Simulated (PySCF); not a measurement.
## How methods differ on the excitation energy of Ge⁺

Ge⁺ [Ar] 3d10 4s2 4p1 (2P) → Ge⁺ [Ar] 3d10 4s1 4p2 (4P), as a difference of total energies. Calculation: PySCF 2.14, in aug-cc-pwCVDZ-PP with ECP10MDF (6s5p4d1f, 48 functions); scalar relativity through the core potential. Correlated levels: valence: 3s2 3p6 3d10 frozen. The calculations carry no spin-orbit coupling.

| method | excitation energy (cm⁻¹) | error (cm⁻¹) |
| --- | --- | --- |
| UHF | 39434 | -12098 |
| MP2 (valence) | 45261 | -6270 |
| SCS-MP2 (valence) | 47391 | -4141 |
| CCSD (valence) | 47720 | -3812 |
| CCSD(T) (valence) | 47838 | -3694 |
| CCSDT (valence) | 47882 | -3650 |

Reference: 51531 cm⁻¹ (measured; NIST levels, between the centres of gravity of the two terms).

Errors of the correlated levels include the incompleteness of this basis and the frozen core.
